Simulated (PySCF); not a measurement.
Sb(OH)2(OMe) (CH₅O₃Sb), SMILES C[O][Sb]([OH])[OH].

Geometry: PBE-D3(BJ)/def2-SVP. The structure was generated by enumeration; whether it is a known compound was not checked. The def2 effective core potentials stand for the cores of Sb; spin–orbit coupling is left out. One conformer was computed; it need not be the lowest.

Level of theory: PBE-D3(BJ)/def2-SVP (PySCF 2.14.0).

Frequencies are harmonic and unscaled.

```
mode  ν (cm⁻¹)  IR (km/mol)  moving atoms (share of kinetic energy)
----  --------  -----------  --------------------------------------
1           62          1.0                   H 69 %, O 23 %, C 8 %
2           97         10.9                  H 48 %, O 33 %, C 18 %
3          131         63.2                          H 55 %, O 39 %
4          152          7.8                  O 47 %, C 29 %, H 20 %
5          187          4.5                  O 69 %, H 21 %, Sb 9 %
6          239         24.2                          O 52 %, H 44 %
7          295         15.1         O 40 %, C 23 %, H 19 %, Sb 18 %
8          374        100.5                          H 84 %, O 15 %
9          518         76.5                         O 73 %, Sb 13 %
10         564         61.9                         O 87 %, Sb 11 %
11         596         53.2                         O 86 %, Sb 12 %
12         811         70.3                                  H 92 %
13         883         51.6                           H 90 %, O 9 %
14        1056        172.5                          O 49 %, C 47 %
15        1126          0.4                          H 77 %, C 18 %
16        1132          0.7                          H 74 %, C 19 %
17        1397         13.4                           H 89 %, C 9 %
18        1405          5.1                                  H 96 %
19        1434         10.2                                  H 96 %
20        2910         78.6                                  H 97 %
21        2981         36.6                          H 90 %, C 10 %
22        3024         25.4                           H 91 %, C 9 %
23        3644         47.1                                  H 94 %
24        3700         48.7                                  H 94 %
```
